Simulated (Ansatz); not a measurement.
```yaml
crystal:
  periodic: [false, false, false]
  atoms:
    - {symbol: C, position_ang: [-0.336877, -0.478981, -1.607223]}
    - {symbol: C, position_ang: [-0.277764, -1.097751, -0.436718]}
    - {symbol: C, position_ang: [0.049353, -0.486032, 0.886435]}
    - {symbol: Ga, position_ang: [0.428539, 1.425209, 0.908702]}
    - {symbol: F, position_ang: [0.440459, 2.541402, -0.437218]}
    - {symbol: F, position_ang: [0.820189, 2.266818, 2.390300]}
    - {symbol: H, position_ang: [-0.585242, -1.024336, -2.510068]}
    - {symbol: H, position_ang: [-0.142525, 0.584625, -1.714316]}
    - {symbol: H, position_ang: [-0.485001, -2.166814, -0.404166]}
    - {symbol: H, position_ang: [0.918722, -0.976049, 1.340852]}
    - {symbol: H, position_ang: [-0.764354, -0.645089, 1.604018]}
basis:
  gaussian: {orbitals: cc-pVTZ}
total_charge: 3
magnetization: {spin_polarized: true, initial_magnetization: 1}
hamiltonian: {xc: {name: r2SCAN0}, dispersion: d4}
scf: {lower_state_search: off}
```

```sh
$ ansatz run in.yaml --threads 4 --pin off --events-out ev --progress --plain --max-ram 11315MiB
```

Shortened log:

```
Functional definition: r2SCAN0
1511 factors; their error is unknown
mean field evaluation 1: about -60920.7755 eV, gradient 1.0e2 eV
mean field evaluation 2: about -60416.3809 eV, gradient 2.6e2 eV
mean field evaluation 4: about -60872.2389 eV, gradient 1.0e2 eV
mean field evaluation 8: about -60951.8056 eV, gradient 1.7e1 eV
mean field evaluation 16: about -60953.8659 eV, gradient 3.6e-1 eV
mean field evaluation 32: about -60954.1748 eV, gradient 2.1e-4 eV
mean field -60954.17480162 eV, -2240.0246077360 hartree, gradient 4.7e-6 eV, S^2 1.773898; 0 other end points of the search recorded, 0 dependent functions left out
reference -60954.17481378 eV, -2240.0246081827 hartree; 35, 34 occupied and 228, 229 virtual orbitals, 1511 factors
Total energy: -60954.22373422 eV, -2240.0264059758 hartree
Checks for a lower state left out: stability, starts, cluster_reference, orbital_swaps, neighbouring_geometries, increment
```

(1) What is wrong with this run?

## Answers

(1) The charge is far from anything that the molecule holds. Self-consistency was reached. The result belongs to that input, not to the molecule as meant.
